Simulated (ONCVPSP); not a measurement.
**Configuration tests for Hf (Z = 72) (ONCV)**

Hf, optimised norm-conserving Vanderbilt (ONCV), made with ONCVPSP 4.0.1 (PBEsol, scalar-relativistic). Core [Kr] 4d10 4f14, reference 5s2 5p6 5d2.5 6s1.5. Waves: 5s+6s: rc 1.80 bohr, ncon 4, nbas 7, qcut 7.7 1/bohr, 2 projectors; 5p: rc 2.10 bohr, ncon 4, nbas 9, qcut 5.8 1/bohr, 1 projector; 5d: rc 2.10 bohr, ncon 3, nbas 8, qcut 5 1/bohr, 2 projectors, debl 3.3 Ha. Local part: polynomial inside 1.10 bohr (lpopt 5, dvloc0 0 Ha). Core correction: none.

Energies are relative to the spin-unpolarised reference configuration 5s2 5p6 5d2.5 6s1.5; without spin polarisation the order of configurations can differ from experiment. Not all tests gave a result: 1 of 4 tests not solved or not reliable.

```tsv
valence configuration	charge	ΔE all-electron (eV)	error AE − PS (meV)
5s2 5p6 5d2 6s2	0	-1.255	+1.4
5s2 5p6 5d2 6s1	+1	6.754	-2.1
5s2 5p6 5d2 6s0	+2	20.917	+2.5
```

Note: ghosts flagged at negative energy: d at -833.8 eV; GHOST(+) flagged for s at 58.4 eV. A true bound ghost makes a file unfit for plane-wave use.
